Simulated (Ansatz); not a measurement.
`OB(O)S[SiH3]` + `OB(O)O[SiH3]` → `OB(O[SiH3])O[SiH3]` + `OB(O)S`  (ligand exchange at the Si–S bond)

Program: Ansatz. Geometries: PBE0-D4/def2-TZVP. ΔE: electronic, gas phase. CCSD(T)/CBS is the MP2 limit (def2-TZVPP, def2-QZVPP) plus CCSD(T) − MP2 in def2-TZVPP, frozen cores. DFT in def2-TZVPP. One conformer a species, not always the lowest.

```
             level  ΔE (kcal/mol)
           ωB97M-V           -5.8
     HF/def2-TZVPP          -10.7
CCSD(T)/def2-TZVPP           -6.0
      HF/CBS(def2)          -11.3
```

**Question.** What does CCSD(T)/CBS give? (An estimate is asked.)

**Answer.** Computed: -5.7 kcal/mol. The listed levels differ from it by -0.1, -5.0, -0.3, -5.6 kcal/mol.

Largest T1 diagnostic among the species: 0.013.

In def2-TZVPP, CCSD(T) changes the Hartree–Fock value by +4.7 kcal/mol (the triples alone add +1.0 kcal/mol) and MP2 by +5.6 kcal/mol. From PBE to PBE0 (25 % exact exchange), in def2-TZVPP and without D4, ΔE moves by −1.2 kcal/mol.

CCSD(T)/CBS has its own doubt, a few kJ/mol and more with outer-core shells, so smaller differences from it don't rank the levels.
